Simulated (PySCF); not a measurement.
Sn(F)(Cl)(OH)2 (ClFH₂O₂Sn), SMILES [OH][Sn]([OH])([F])[Cl]. Atoms are numbered in the order given.

```xyz
7

O      0.4149     1.9605     0.4125
Sn    -0.1397     0.1125     0.1234
O     -1.9806     0.0970    -0.5441
F     -0.1478    -0.8711     1.7792
Cl     1.3875    -0.9413    -1.2546
H     -0.3466     2.5194     0.6182
H     -2.4017    -0.7636    -0.4196
```
Charge 0, spin multiplicity 1.

Geometry optimised at PBE0-D3(BJ)/def2-SVP. The structure was generated by enumeration; whether it is a known compound was not checked. The def2 effective core potentials stand for the cores of Sn; spin–orbit coupling is left out. One conformer was computed; it need not be the lowest.

Computed with PBE/def2-TZVP (PySCF).

ESP charges are fitted to the potential on shells at 1.4 to 2.0 van der Waals radii. Atomic charges (e):

```
atom     ESP fit  Löwdin  Mulliken
----  ----------  ------  --------
O1         -0.58   -0.27     -0.59
Sn2   (withheld)    0.34      1.25
O3         -0.61   -0.28     -0.59
F4    (withheld)   -0.22     -0.42
Cl5        -0.14    0.10     -0.30
H6    (withheld)    0.17      0.32
H7    (withheld)    0.17      0.32
```

Question: Some entries are withheld; supply them. (Estimate from the structure and the level; the computed values follow.)

Answer: 
- Sn2, ESP fit: 0.82
- F4, ESP fit: -0.32
- H6, ESP fit: 0.42
- H7, ESP fit: 0.40
